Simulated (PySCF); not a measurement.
Electron correlation in Kr²⁺ (krypton, charge +2)

[Ar] 3d10 4s2 4p4, high-spin 3P determinant. Calculation: PySCF 2.14, in cc-pVTZ-DK; the spin-free X2C one-electron Hamiltonian (Gaussian nucleus). Frozen: [Ar] 3d10; 6 electrons correlated.

MP2 pair energies summed by pair of shells (mhartree):

```tsv
pair	energy	share (%)
4s-4p	-49.60	46.2
4p-4p	-49.59	46.2
4s-4s	-8.09	7.5
```

Total MP2 correlation energy: -107.28 mhartree.

Same-spin part -24.19 and opposite-spin part -83.09 mhartree; SCS-MP2 scales them by 1/3 and 6/5 to -107.77 mhartree.

```
  level  correlation energy (mhartree)
   CCSD                        -126.89
    (T)                          -2.92
CCSD(T)                        -129.81
```

Diagnostics: T1 = 0.0062, D1 = 0.0200, largest double amplitude 0.047.

Cost of the coupled-cluster step: 0.21 s of wall time on 1 thread of Intel(R) Xeon(R) 6975P-C (shared host), for 6 correlated electrons.
